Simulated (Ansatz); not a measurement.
The same molecule with X = F, Cl, Br. Ansatz, PBE0-D4/def2-TZVP geometries, multiplicity 1. Each molecule was computed in one conformer, which needn't be the lowest.

Elements past krypton have def2 core potentials. Scalar relativity is left out up to krypton. Spin–orbit coupling is left out; it splits and shifts lone-pair levels of the heavy atoms by tenths of an eV.

```
 X               molecule  mean X–In bond length / Å  HOMO energy (ωB97M-V/def2-TZVPP) / eV  HOMO energy (PBE0/def2-TZVPP) / eV  HOMO energy (B3LYP/def2-TZVPP) / eV
 F   `[CH3][In]([F])[SH]`                      1.963                                  -9.86                               -7.67                                -7.42
Br  `[CH3][In]([SH])[Br]`                      2.485                                  -9.82                               -7.63                                -7.37
```

**Question.** Give the row for X = Cl, `[CH3][In]([SH])[Cl]`. (Estimate.)

**Answer.** Computed: 
| X | molecule | mean X–In bond length / Å | HOMO energy (ωB97M-V/def2-TZVPP) / eV | HOMO energy (PBE0/def2-TZVPP) / eV | HOMO energy (B3LYP/def2-TZVPP) / eV |
| --- | --- | --- | --- | --- | --- |
| Cl | `[CH3][In]([SH])[Cl]` | 2.345 | -9.85 | -7.66 | -7.40 |

From F to Br the mean X–In bond length rises at each step, by 0.522 Å in all; the HOMO energy (ωB97M-V/def2-TZVPP) hardly changes; the HOMO energy (PBE0/def2-TZVPP) hardly changes; the HOMO energy (B3LYP/def2-TZVPP) hardly changes. Bonds lengthen as the atom grows down the group.

B3LYP here is the variant with VWN-RPA as its local correlation; programs differ in this.
